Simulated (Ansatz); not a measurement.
Start from `N[SiH2][SeH]` and change one element to get `N[SiH2]S`.

Ansatz, PBE0-D4/def2-TZVP geometries, multiplicity 1. Each molecule was computed in one conformer, which needn't be the lowest.

Scalar relativity is left out up to krypton.

| property | `N[SiH2][SeH]` |
| --- | --- |
| LUMO energy (PBE/def2-TZVPP) / eV | -0.66 |
| HOMO–LUMO gap (PBE/def2-TZVPP) / eV | 5.05 |
| LUMO energy (ωB97M-V/def2-TZVPP) / eV | 1.80 |
| size of the dipole moment (B3LYP/def2-TZVPP) / D | 1.94 |
| HOMO–LUMO gap (PBE0/def2-TZVPP) / eV | 7.07 |
| HOMO–LUMO gap (B3LYP/def2-TZVPP) / eV | 6.54 |

What does the change do to each property? (An estimate is asked.)

The calculation gave: 
| property | `N[SiH2]S` | shift |
| --- | --- | --- |
| LUMO energy (PBE/def2-TZVPP) / eV | -0.59 | 0.07 |
| HOMO–LUMO gap (PBE/def2-TZVPP) / eV | 5.34 | 0.29 |
| LUMO energy (ωB97M-V/def2-TZVPP) / eV | 1.90 | 0.10 |
| size of the dipole moment (B3LYP/def2-TZVPP) / D | 1.13 | -0.81 |
| HOMO–LUMO gap (PBE0/def2-TZVPP) / eV | 7.47 | 0.40 |
| HOMO–LUMO gap (B3LYP/def2-TZVPP) / eV | 6.96 | 0.42 |

With PBE0 the HOMO falls by 0.31 eV and the LUMO rises by 0.09 eV, so the gap widens by about 0.40 eV. PBE moves the HOMO by -0.23 eV and ωB97M-V by -0.36 eV. Dipoles are sizes alone; their direction can turn.

B3LYP here is the variant with VWN-RPA as its local correlation; programs differ in this.

Spin–orbit coupling is left out; it splits and shifts lone-pair levels of the heavy atoms by tenths of an eV.
